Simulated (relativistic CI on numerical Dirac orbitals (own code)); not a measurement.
**Hyperfine structure of Cu⁷⁺, mass number 65**

Computed by Dirac-Coulomb-Breit CI, KLI orbitals optimised for each configuration, QED by a radiative potential, unscaled Slater integrals (own radial code, finite nucleus).

Configuration list (outside the closed core [Ne]): 3s²3p⁶3d⁴, 3s²3p⁵3d⁵, 3s²3p⁶3d³4s, 3s3p⁶3d⁵, 3s²3p⁶3d³4p, 3s²3p⁶3d³4d, 3s²3p⁶3d²4s4p, 3s²3p⁶3d³5s, 3s²3p⁶3d³4f, 3s²3p⁶3d³5p, 3s²3p⁶3d²4p4d, 3s²3p⁶3d²4s², 3s²3p⁶3d4s²4p, 3s²3p⁶3d4s²4d, 3s²3p⁶3d4s²5s, 3p⁶3d⁶, 3p⁵3d⁷, 3s²3p⁶3d²4p², 3s²3p⁶3d4s4p², 3s²3p⁶3d4p³, 3s²3p⁶3d4p²4d, 3s²3p⁶3d4p²5s, 3s²3p⁶3d²4s4d, 3s²3p⁶3d4s4p4d, 3s²3p⁶3d4s4d², 3s²3p⁶3d4s4d5s. Double excitations out of closed p, d and f shells are left out; levels of such configurations are missing from the list, as are those of other unlisted configurations, and high levels can miss mixing partners.

Nuclear spin I = 3/2, μ = 2.3844 μN, Q = -0.204 b (tables of Stone and Pyykkö). The electronic factors are computed for point nuclear moments, without core polarisation or the Bohr-Weisskopf and QED corrections.

```tsv
Level	E (cm⁻¹)	A (MHz)	B (MHz)
3s²3p⁶3d⁴ ⁵D1	362.6	416.4	-117
3s²3p⁶3d⁴ ⁵D2	1037.3	600.3	-72.6
3s²3p⁶3d⁴ ⁵D3	1960.4	839	83.5
3s²3p⁶3d⁴ ⁵D4	3075.0	1110	340
3s²3p⁶3d⁴ ³H4	37292.1	2022	-179
3s²3p⁶3d⁴ ³H5	38071.2	1759	-188
3s²3p⁶3d⁴ ³H6	38817.3	1708	-169
3s²3p⁶3d⁴ ³P1	39396.4	812.2	13.9
```

Levels with J = 0, under 50 % of one LS term, or S terms without an open s electron are left out. Small factors come from cancelling terms and can be off by tens of per cent or more.

At this charge configurations can still be misplaced by up to about 7 % of their energy. Terms inside the open d or f shell come out 10 to 20 % too wide with unscaled integrals.

Q: Give the hyperfine levels of 3s²3p⁶3d⁴ ⁵D3 relative to its centre of gravity.

A: With K = F(F + 1) − I(I + 1) − J(J + 1), E = AK/2 + B[¾K(K + 1) − I(I + 1)J(J + 1)]/[2I(2I − 1)J(2J − 1)]: F = 3/2: -4984, F = 5/2: -2949, F = 7/2: -41.75, F = 9/2: 3797 MHz.
